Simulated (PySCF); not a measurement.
**Computed vibrations of [Gd(H2O)2]3+**

[Gd(H2O)2]3+ (singlet in the valence; each metal's 4f electrons, 7 of them, lie in its core potential, out of spins and levels). PySCF 2.14.0, RKS BP86, Gd lcecp-1-SVP with ECP53, O def2-SVP, H def2-SVP; non-relativistic Hamiltonian with scalar-relativistic core potentials where named; density fitting; no spin-orbit coupling. Central differences of gradients.

```xyz
7

Gd    0.0000    0.0000    0.0000
O     0.0000    0.0000    2.2847
H     0.5518    0.5518    2.9190
H    -0.5518   -0.5518    2.9190
O     0.0000    0.0000   -2.2847
H     0.5518   -0.5518   -2.9190
H    -0.5518    0.5518   -2.9190
```

Run from Python with OMP_NUM_THREADS=2. Where DIIS fails, smearing, a level shift and second-order steps follow.
It took 28 s on 2 threads of Intel(R) Xeon(R) 6975P-C (Granite Rapids), with other jobs on the host.

Q: What are the harmonic wavenumbers and infrared intensities?

A: Modes are labelled in D2d; negative numbers are unstable modes, those under 60 cm⁻¹ near the noise; a finer grid moves soft modes by up to 10 cm⁻¹.
```csv
cm⁻¹,km/mol,symmetry
-65,–,e
-65,–,e
172,0.0,b1
409,0.0,a1
410,50.0,b2
626,55.1,e
626,55.1,e
711,412.7,e
711,412.7,e
1620,303.8,b2
1624,0.0,a1
3350,1485.5,b2
3368,0.0,a1
3378,449.6,e
3378,449.6,e
```

Q: Is this a minimum?

A: No: 2 unstable; the lowest moves the atoms so:
```
Gd   0.08 -0.01  0.00
O   -0.32  0.02  0.00
H   -0.44  0.05  0.08
H   -0.44  0.05 -0.08
O   -0.32  0.02  0.00
H   -0.43  0.01 -0.09
H   -0.43  0.01  0.09
```

An lcecp potential fixes the number of 4f electrons, so in runs with it no electron can move into or out of that shell.
